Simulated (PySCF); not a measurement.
CH6CdGeO. Atoms are numbered in the order given.

```xyz
10

Cd    -0.0202    -0.1126    -0.4560
O     -0.2784    -0.6211    -2.3560
C     -1.4749    -1.0185    -2.9543
H     -2.2702    -0.2421    -2.9260
H     -1.2926    -1.2392    -4.0246
H     -1.9118    -1.9415    -2.5147
Ge     0.4913     0.5559     1.8955
H      1.2632    -0.5455     2.6424
H      1.3406     1.8378     1.9502
H     -0.8039     0.8259     2.6808
```

Geometry optimised at r2SCAN-D4/def2-SVP. The def2 effective core potentials stand for the cores of Cd; spin–orbit coupling is left out. The values are those of a single conformer.

The numbers are results of PySCF with r2SCAN/def2-TZVP, not measurements.

ESP charges are fitted to the potential on shells at 1.4 to 2.0 van der Waals radii. Atomic charges (e):

| atom | Mulliken | ESP fit |
|---|---|---|
| Cd1 | 0.57 | 0.66 |
| O2 | -0.63 | -0.53 |
| C3 | -0.08 | -0.05 |
| H4 | 0.07 | 0.04 |
| H5 | 0.09 | 0.07 |
| H6 | 0.07 | 0.04 |
| Ge7 | -0.11 | -0.40 |
| H8 | 0.01 | 0.06 |
| H9 | 0.01 | 0.06 |
| H10 | 0.00 | 0.05 |
